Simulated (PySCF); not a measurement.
Excitation energy of Mn by level of theory

Mn [Ar] 3d5 4s2 (6S) → Mn [Ar] 3d4 4s2 5s1 (6D), as a difference of total energies. All numbers are calculated (PySCF 2.14, no relativity, point nucleus, in dyall-av3z (24s17p10d3f2g, 164 functions)). The calculations carry no spin-orbit coupling.

| method | excitation energy (eV) |
| --- | --- |
| UHF | 10.931 |
| LC-wPBE | 12.058 |
| B97-3 | 11.923 |
| BHandHLYP | 11.639 |

The upper state lies above the first ionisation limit, where it may autoionise and the basis confines it. A Rydberg-like electron needs more diffuse functions than a valence basis has.

The promoted electron is Rydberg-like, and one or two diffuse shells describe it only roughly, which tends to raise the upper state.
